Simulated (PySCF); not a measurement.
ReF3, SMILES [F][Re]([F])[F] (connectivity only; charge and spin as stated), neutral, multiplicity 3.

Geometry: PBE0-D3(BJ)/def2-TZVP. The spin state was assumed, not searched. The def2 effective core potentials stand for the cores of Re; spin–orbit coupling is left out.

The numbers are results of PBE0-D3(BJ)/def2-TZVP in PySCF, not measurements.

Frequencies are harmonic and unscaled.

Modes within 1.5 cm⁻¹ of each other (mostly degenerate sets) share a row, with their intensities summed.

Computed normal modes with their intensities:
```tsv
mode	ν (cm⁻¹)	IR (km/mol)	moving atoms (share of kinetic energy)
1–3	175	7.5	F 77 %, Re 23 %
4–6	739	293.8	F 86 %, Re 14 %
```
